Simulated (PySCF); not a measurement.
Fine-structure interval along the 17-electron series

Calculated with PySCF 2.14 and a two-component X2C-1e Hamiltonian (Gaussian nucleus, no Breit or QED terms), each ion in its own even-tempered basis scaled to its charge; GMP2 freezes 1s2 and drops the highest virtual spinors. Values in cm⁻¹.

| ion | configuration | GHF (screened spin-orbit) | GMP2 (screened spin-orbit) | GHF (bare spin-orbit) |
| --- | --- | --- | --- | --- |
| Dy⁴⁹⁺ | [Ne] 3s2 3p5 | 1650200 | 1651200 | 1706000 |
| Er⁵¹⁺ | [Ne] 3s2 3p5 | 1901200 | 1902100 | 1964000 |

Task: Fill in the row of Ho⁵⁰⁺.

Result: configuration: [Ne] 3s2 3p5; GHF (screened spin-orbit): 1772100; GMP2 (screened spin-orbit): 1773000; GHF (bare spin-orbit): 1831300.
